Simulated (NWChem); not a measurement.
Spin states of HAl

```xyz
2

Al     0.0000     0.0000     0.1203
H      0.0000     0.0000    -1.5639
```
Charge 0, spin multiplicity 1.

Program: NWChem. Structure: optimised with PBE/def2-SVP, a minimum by its harmonic frequencies.

Basis set: def2-TZVP. The gap is E(triplet) − E(singlet) at the geometry of the singlet, so a negative value puts the higher spin lower. Open shells are unrestricted, coupled cluster uses restricted open-shell references, and the singlet is the closed-shell solution. The triplet is the single determinant that the SCF runs reached, with unpaired electrons in orbitals of symmetry a1 and b2 (C2v labels); it need not be the lowest triplet, which in molecules with degenerate π orbitals can need several determinants.

```csv
method,vertical singlet-triplet gap (kcal/mol),difference from CCSD(T)
LC-wPBE (omega 0.3 per bohr),38.0,-5.4
B3LYP,44.4,+1.0
PBE,39.7,-3.8
MP2,40.1,-3.3
TPSS,38.6,-4.9
CCSD(T),43.5,0.0
CR-CCSD(T),43.5,0.0
B2PLYP,44.0,+0.5
HF,28.1,-15.4
```

The values span 16.3 kcal/mol, from HF (lowest) to B3LYP (highest). 

The correlated methods keep 5 core orbitals frozen. B3LYP has NWChem's definition, with VWN1-RPA local correlation. The structure started from a generated list of species. The stability of the SCF solutions was not checked. Open-shell Hartree-Fock references start from PBE0 orbitals. Coupled-cluster values serve here as a point of comparison, not as the truth.
